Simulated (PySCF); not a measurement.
## Silver: a sound run and one with changed settings

Sound run: Ag²⁺ [Kr] 4d9, Ag³⁺ [Kr] 4d8. Computed with PySCF 2.14 in cc-pVTZ-PP with ECP28MDF, with scalar relativity through the core potential. The sound run starts from symmetry-adapted Hartree-Fock orbitals and uses a fine grid where one is needed.

Changed run: 6 angular points. This setting is unsound on purpose.

```tsv
species	method	sound run (hartree)	changed run (hartree)	converged
Ag²⁺	UHF	-145.09863	-145.09863	yes
Ag²⁺	TPSS	-145.78318	-155.32884	yes
Ag²⁺	PBE0	-145.83497	-150.23892	yes
Ag³⁺	UHF	-143.89003	-143.89003	yes
Ag³⁺	TPSS	-144.51637	-151.00931	yes
Ag³⁺	PBE0	-144.55873	-147.10273	yes
```

Ionisation energy of Ag²⁺:

| method | sound run (eV) | changed run (eV) |
| --- | --- | --- |
| UHF | 32.888 | 32.888 |

A coarse angular grid integrates products of high-l functions wrongly, so density functionals can shift, and the SCF can exploit the error; Hartree-Fock and MP2 need no grid.

For comparison, NIST gives 34.8 ± 0.3 eV between the lowest levels.
